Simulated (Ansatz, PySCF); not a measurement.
Process, species as SMILES: N[Si](N)(N)O → [NH2] (NH2) + N[Si](N)O (the N-Si bond at the site shown breaks; other sites are not compared here)
Structures are relaxed separately at B3LYP-D3(BJ)/def2-TZVP in Ansatz (a quantum-chemistry and plane-wave program), one conformer each, not searched for the lowest.

Wanted: bond dissociation energy (0 K, with B3LYP-D3(BJ) harmonic zero-point energies from PySCF), in kcal/mol. Valence correlation only, unless marked. UHF or UKS for open shells. Spin-orbit coupling is left out. Non-relativistic. CBS(X,Y): correlation extrapolated as X^-3; Hartree-Fock from the larger set. [CCSD(T)-MP2]/basis is that difference in the basis named.

```csv
level,program,bond dissociation energy (kcal/mol)
HF/cc-pwCVTZ,Ansatz,85.1
PBE/def2-TZVPD,Ansatz,103.9
PBE-D3(BJ)/def2-TZVPD,Ansatz + dftd3,105.5
BLYP-D3(BJ)/def2-TZVPD,Ansatz + dftd3,102.3
BLYP/def2-TZVPD,Ansatz,99.2
B3LYP-D3(BJ)/def2-TZVPD,Ansatz + dftd3,106.1
BHLYP-D3(BJ)/def2-TZVPD,Ansatz + dftd3,107.2
BHLYP/def2-TZVPD,Ansatz,105.2
r2SCANh/def2-TZVPD,Ansatz,104.5
r2SCAN0/def2-TZVPD,Ansatz,105.0
CAM-B3LYP/def2-TZVPD,Ansatz,108.2
RPA@PBE/cc-pV(Q+d)Z,Ansatz,106.6
MP2/6-31G,Ansatz,99.3
"RI-MP2/CBS(cc-pV(T+d)Z,cc-pV(Q+d)Z)+[CCSD(T)-MP2]/cc-pV(D+d)Z",Ansatz,114.2
"CCSD(T)/CBS(cc-pV(T+d)Z,cc-pV(Q+d)Z)",Ansatz,114.2
```
